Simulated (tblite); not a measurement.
Compound: C2H9BrO2Si3.
Numbering: `[SiH3:1][SiH2:2][O:3][SiH2:4][O:5]/[CH:6]=[CH:7]/[Br:8]` (hydrogens: H9, H10, H11 on Si1; H12, H13 on Si2; H14, H15 on Si4; H16 on C6; H17 on C7)

Computed with GFN2-xTB (tblite), gas phase: L-BFGS steps from a force-field or distance-geometry start until the largest atomic force falls under 0.01 eV/Å.

Step 37: E = -718.5256 eV
```
atom  x, y, z in Å  |  force x, y, z in eV/Å
Si1    -2.8696    1.0752    0.0712   -0.022  -0.039   0.024
Si2    -1.4214   -0.3728    1.1134    0.019  -0.020   0.110
O3     -0.6678   -1.3406    0.0292   -0.108   0.059  -0.015
Si4     0.6413   -2.0310   -0.6038    0.015   0.074  -0.036
O5      1.8733   -0.9545   -0.6235    0.053  -0.003  -0.027
C6      1.9374    0.3788   -0.6245    0.012  -0.004   0.013
C7      3.0779    1.0128   -0.3861   -0.002   0.020   0.027
Br8     3.1215    2.8926   -0.3495    0.057  -0.038  -0.014
H9     -4.2104    0.5256   -0.1283   -0.062  -0.090  -0.064
H10    -3.0857    2.2183    0.9604    0.046   0.093  -0.008
H11    -2.4463    1.5939   -1.2306    0.031   0.050  -0.065
H12    -0.3670    0.3352    1.8590    0.005  -0.063   0.020
H13    -2.0624   -1.3342    2.0162    0.044  -0.007   0.034
H14     0.2403   -2.3837   -1.9581    0.011   0.030   0.024
H15     1.1931   -3.0593    0.2588   -0.028   0.001  -0.016
H16     1.0262    0.9398   -0.8100   -0.070  -0.137   0.006
H17     4.0126    0.5159   -0.1871   -0.004   0.074  -0.014
```

Step 38: E = -718.5285 eV
```
atom  x, y, z in Å  |  force x, y, z in eV/Å
Si1    -2.8635    1.0686    0.0692   -0.051  -0.073   0.004
Si2    -1.4282   -0.3742    1.1350    0.053  -0.068   0.063
O3     -0.6724   -1.3458    0.0531    0.007   0.011  -0.045
Si4     0.6347   -2.0250   -0.6075   -0.070   0.124   0.005
O5      1.8715   -0.9504   -0.6115    0.023  -0.018  -0.026
C6      1.9416    0.3832   -0.6212   -0.041  -0.030   0.001
C7      3.0817    1.0184   -0.3883   -0.020  -0.045   0.018
Br8     3.1312    2.8947   -0.3639    0.061   0.007  -0.012
H9     -4.2016    0.5150   -0.1473   -0.044  -0.077  -0.049
H10    -3.0895    2.2211    0.9413    0.039   0.109   0.005
H11    -2.4249    1.5682   -1.2345    0.040   0.060  -0.070
H12    -0.3717    0.3295    1.8792    0.013  -0.045   0.032
H13    -2.0715   -1.3327    2.0396    0.041  -0.005   0.027
H14     0.2130   -2.3474   -1.9679    0.047   0.043   0.101
H15     1.1984   -3.0715    0.2311   -0.062   0.058  -0.062
H16     1.0343    0.9464   -0.8099   -0.133  -0.120  -0.003
H17     4.0098    0.5140   -0.1897    0.095   0.067   0.011
```

Q: Estimate the geometry and energy of step 39. (The exact step hangs on the optimiser's Hessian estimate; all steps are aligned on step 38, rigid shifts and turns removed.)

A: E = -718.5324 eV, largest force 0.212 eV/Å
```
atom  x, y, z in Å  |  force x, y, z in eV/Å
Si1    -2.8623    1.0688    0.0718   -0.098  -0.099  -0.015
Si2    -1.4290   -0.3740    1.1377    0.083  -0.087   0.008
O3     -0.6766   -1.3352    0.0421   -0.057   0.065   0.007
Si4     0.6308   -2.0185   -0.6074   -0.010   0.173  -0.006
O5      1.8792   -0.9550   -0.6102    0.006  -0.023  -0.015
C6      1.9465    0.3788   -0.6185   -0.107  -0.059  -0.022
C7      3.0810    1.0223   -0.3873   -0.024  -0.108   0.007
Br8     3.1239    2.8936   -0.3633    0.061   0.089  -0.010
H9     -4.1978    0.5073   -0.1554   -0.014  -0.050  -0.020
H10    -3.0847    2.2263    0.9366    0.019   0.112   0.022
H11    -2.4274    1.5669   -1.2322    0.063   0.066  -0.095
H12    -0.3657    0.3177    1.8786    0.036  -0.010   0.057
H13    -2.0610   -1.3380    2.0412    0.014  -0.027   0.043
H14     0.2083   -2.3423   -1.9619    0.033   0.024   0.007
H15     1.1840   -3.0587    0.2358   -0.014  -0.038   0.003
H16     1.0369    0.9345   -0.8061   -0.195  -0.070  -0.011
H17     4.0068    0.5177   -0.1945    0.204   0.042   0.040
```

The energy changes by -0.0039 eV. The first-order estimate −F·Δx gives -0.0065 eV and the mean of the old and new forces, exact on a quadratic surface, -0.0039 eV. The step makes an angle of 67° with the force vector and moves no atom by more than 0.020 Å.

The cost below is that of the whole relaxation. On Arm Neoverse N1, one thread, no GPU, shared host with 64 logical CPUs at a one-minute load of 59, this took 3.5 s.
